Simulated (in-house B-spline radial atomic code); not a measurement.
Atomic self-consistent-field run: neutral potassium (an excited or competing configuration). Method: Dirac-Hartree-Fock, average of configuration, Fermi nucleus of rms radius 3.4349 fm. Calculated with an all-electron radial atomic-structure program (B-spline basis).

Command:
```bash
python run_scf.py task.json out
```
Settings (nuclear radius in fm, mass in u):
```
Z                19
configuration    [Ne] 3p6 4s1 5d1 5g1
hamiltonian      dirac
method           hf
spin_polarised   False
nucleus          fermi
rms_radius       3.4349
atomic_mass      38.96371
speed_of_light   137.035999084
```

Output (hartree, bohr):
```
 radial grid: 93 intervals, B-splines of order 8, outer radius 144.5 bohr

 iter        energy (Eh)    residual
    1       -594.3149105    3.08e-01
    2       -597.4305301    8.60e-02
    3       -597.6765171    3.45e-02
    4       -597.7125457    1.46e-02
    5       -597.7194331    3.36e-03
    6       -597.7197642    3.25e-04
    7       -597.7197718    3.00e-05
    8       -597.7197722    6.48e-06
    9       -597.7197723    1.13e-06
   10       -597.7197723    3.44e-07
   11       -597.7197723    2.57e-08

 total energy                     -597.719772
 kinetic                            602.43283
 electron-nucleus                 -1408.24160
 electron-electron                  208.08900

 first-order corrections (not in the total)
   Gaunt                            0.17302
   retardation                     -0.01377
   frequency dependence            -0.00021
   self-energy                      0.11224
   Uehling                         -0.00803
   Wichmann-Kroll                   0.00003
   recoil                           0.00682

 orbital      occ     eigenvalue          <r>       <r^2>       <1/r>       <r^4>       r_max    small
 1s1/2      2.000     -135.38048    0.0809673  0.00881893     18.7228 0.000201243     0.05304  4.60e-03
 2s1/2      2.000      -15.72931     0.384482    0.175022     3.83232   0.0543276      0.3171  7.66e-04
 2p1/2      2.000      -12.76600      0.34616    0.148039     3.74035   0.0452364      0.2614  7.39e-04
 2p3/2      4.000      -12.65622      0.34849    0.149893     3.70619   0.0462753      0.2633  7.33e-04
 3p1/2      2.000       -1.77726      1.30978     1.99808     1.02863     6.70101       1.106  1.23e-04
 3p3/2      4.000       -1.76437      1.31615     2.01729     1.02222      6.8279       1.111  1.22e-04
 4s1/2      1.000       -0.55713      3.31964     12.3838    0.396859     223.675       3.015  2.84e-05
 5d3/2      0.400       -0.06370       12.758     184.685    0.110729     48101.3       12.76  4.50e-06
 5d5/2      0.600       -0.06367       12.763     184.829    0.110677     48174.6       12.76  4.49e-06
 5g7/2      0.444       -0.02152       23.329     608.424   0.0486778      550399       20.79  7.97e-07
 5g9/2      0.556       -0.02152       23.329     608.422   0.0486775      550391       20.79  7.97e-07
```

Cost of the run: 7.5 s on 1 thread of Arm Neoverse V1, on a shared host.

For the Dirac Hamiltonian the kinetic term is c α·p + (β - 1)c².
